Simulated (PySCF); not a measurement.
A side-by-side comparison of computed properties.

First species: C4H8F2O.
InChI=1S/C4H8F2O/c1-4(6,3-5)7-2/h3H2,1-2H3/t4-/m0/s1

Second species: C7H9N.
Geometry (GFN2-xTB, Å), atoms numbered from 1 in this order:
```xyz
17
C7H9N angstrom
N      1.6642    0.5585    2.8216
C      1.3361    0.0926    1.8298
C      0.9166   -0.4784    0.5789
C      1.0599    0.5164   -0.6076
C     -0.4060    0.5817   -1.0367
C     -0.8134   -0.8999   -0.9947
C     -0.6055   -0.7081    0.5146
C     -1.1236    0.7242    0.3153
H      1.4770   -1.4044    0.4176
H      1.7101    0.1259   -1.3897
H      1.4427    1.4857   -0.2868
H     -0.6418    1.2197   -1.8833
H     -0.1728   -1.6157   -1.5073
H     -1.8526   -1.0693   -1.2632
H     -1.0297   -1.3831    1.2529
H     -0.7629    1.4872    1.0029
H     -2.2052    0.7789    0.2258
```

Levels: PBE0/def2-SVPD for HOMO energy, LUMO energy, HOMO–LUMO gap and static isotropic polarisability; TDDFT PBE0/def2-SVPD for lowest singlet excitation; TDA PBE0/def2-SVPD for lowest triplet excitation (Tamm–Dancoff). Geometries: GFN2-xTB. Each structure is a single optimised conformer of the isolated species, non-relativistic unless stated. Electronic properties by PySCF.

Dipoles, sizes and rotational constants follow the conformer. The torsions of the flexible species, by atom-mapped SMILES:
- `[CH3:1][O:2][C@:3]([CH3:4])([F:5])[CH2:6][F:7]`: C1–O2–C3–C4 176°, O2–C3–C6–F7 -159°

The conformers of `N#C[C@@H]1C[C@H]2C[C@@H]1C2` aren't listed.

Values for the first species:

| Quantity | Value |
| --- | --- |
| HOMO energy | -8.33 eV |
| LUMO energy | 0.62 eV |
| HOMO–LUMO gap | 8.95 eV |
| Lowest singlet excitation | 7.78 eV |
| Lowest triplet excitation (Tamm–Dancoff) | 7.65 eV |
| Static isotropic polarisability | 56.1 au |

Task: Estimate the same properties for the second species, and the change in each.

Result: 
```tsv
property	first	second	second less first
HOMO energy	-8.33 eV	-8.92 eV	-0.59 eV
LUMO energy	0.62 eV	0.43 eV	-0.19 eV
HOMO–LUMO gap	8.95 eV	9.35 eV	+0.40 eV
lowest singlet excitation	7.78 eV	7.71 eV	-0.07 eV
lowest triplet excitation (Tamm–Dancoff)	7.65 eV	6.41 eV	-1.24 eV
static isotropic polarisability	56.1 au	77.2 au	+21.1 au
```

On the first: S1 lies 1.17 eV below the HOMO–LUMO gap; its leading configuration is HOMO→LUMO, weight 0.97. The polarisability is 8.31 Å³ as a volume (1 au = 0.148185 Å³), or 0.97 au for each of the 58 electrons.

On the second: The principal polarisabilities are 69.0, 71.4 and 91.2 au; their mean is the isotropic value. S1 lies 1.64 eV below the HOMO–LUMO gap; its leading configuration is HOMO→LUMO, weight 0.24, beside HOMO→LUMO+1, weight 0.20.
